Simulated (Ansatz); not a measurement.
C2H5NOSi can be A, `O=C=NC[SiH3]`, or B, `O=C/N=C\[SiH3]`.

Gas-phase electronic energies from Ansatz, PBE0-D4/def2-TZVP geometries. CBS: MP2 limit from def2 TZ/QZ plus the TZ coupled-cluster correction, frozen cores. Functionals use def2-TZVPP. B3LYP here is the variant with VWN-RPA as its local correlation; programs differ in this. Each species was taken in one conformer, which may not be the lowest.

A:

```xyz
10

O    -2.581    0.219   -1.981
C    -1.476    0.086   -1.621
N    -0.312    0.013   -1.360
C     0.574   -0.541   -0.381
Si    0.481    0.399    1.263
H     1.595   -0.486   -0.767
H     0.357   -1.602   -0.217
H    -0.907    0.319    1.785
H     0.849    1.820    1.046
H     1.421   -0.225    2.231
```

B:

```xyz
10

O     0.023    1.206    1.734
C     0.788    1.402    0.827
N     0.436    1.362   -0.517
C    -0.145    0.346   -1.008
Si   -0.538   -1.301   -0.131
H     1.836    1.713    0.984
H    -0.463    0.448   -2.052
H    -0.483   -2.351   -1.181
H    -1.914   -1.238    0.417
H     0.458   -1.587    0.927
```

(1) Which isomer does CCSD(T)/CBS put lower? Give the gap. (Estimate.)

(2) Give E(B) − E(A) in kJ/mol with CCSD/def2-TZVPP, MP2/def2-TZVPP, ωB97M-V, B3LYP, CCSD(T)/def2-TZVPP, r2SCAN-D4, CCSD(T)/def2-SVP. (Best estimate.)

(3) Does the order hold for the free energy at 298.15 K (harmonic terms from PBE0-D4)? (An estimate is asked.)

Largest T1 diagnostic: 0.017.

Answers

(1) Computed: A, by 78.9 kJ/mol.

(2) Computed: CCSD/def2-TZVPP 79.1, MP2/def2-TZVPP 99.0, ωB97M-V 83.7, B3LYP 91.0, CCSD(T)/def2-TZVPP 79.5, r2SCAN-D4 95.7, CCSD(T)/def2-SVP 83.3. None reverses the order clearly.

(3) Ansatz gave: Yes: G(B) − G(A) = +77.3 kJ/mol, for one conformer each. Modes under 60 cm⁻¹, often nearly free rotors, make the harmonic entropy too high.

At CCSD(T), def2-SVP lies +4.4 kJ/mol from the extrapolated value and def2-TZVPP +0.6 kJ/mol. Leaving LDA and LC-ωPBE aside and taking each functional with its dispersion term where it has one, the values, not all of them listed here, spread over 14.3 kJ/mol, from ωB97M-V to PBE-QIDH. LDA lies +5.4 kJ/mol from PBE without D4.
